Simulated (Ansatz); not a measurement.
This geometry of ClF4HZr (7 atoms, charge 0, multiplicity 1) is a first-order saddle point.

The calculation used RKS r2SCAN/def2-SVP in Ansatz.

```xyz
7
Properties=species:S:1:pos:R:3
Zr -0.268 0.001 -0.023
F -0.082 -0.108 2.072
F 1.621 0.079 -0.111
F -0.728 1.522 -1.048
F -0.673 -1.587 -0.964
Cl -2.572 0.120 1.331
H -1.284 -0.028 2.119
```

Problem. Which two structures does it join? (They come from a converged band through this point; their orientation in space is the band's.)

Solution. Bonds broken: Cl6–H7. Bonds formed: F2–H7.

Initial state:

```xyz
7
Properties=species:S:1:pos:R:3
Zr 0.032 0.000 -0.008
F 0.185 0.000 1.915
F 1.847 0.000 -0.559
F -0.661 1.596 -0.782
F -0.661 -1.596 -0.782
Cl -2.708 0.000 1.248
H -2.018 0.000 2.344
```

Final state:

```xyz
7
Properties=species:S:1:pos:R:3
Zr -0.427 0.162 -0.129
F -0.298 -0.908 2.002
F 1.329 0.705 0.333
F -0.742 1.137 -1.721
F -0.550 -1.633 -0.727
Cl -2.244 1.001 1.248
H -1.053 -0.464 2.370
```

Problem. How far does it lie above each of them?

Solution. 24.4 kJ/mol above the first and 24.6 kJ/mol above the second. This is the barrier of this one path; another mechanism may lie lower. The orbitals stay closed-shell, which can raise the energy where a bond breaks towards radicals; this wasn't checked here.

The run took 3.2 min on 4 threads of Arm Neoverse V2 (shared host), peak memory 0.2 GiB.
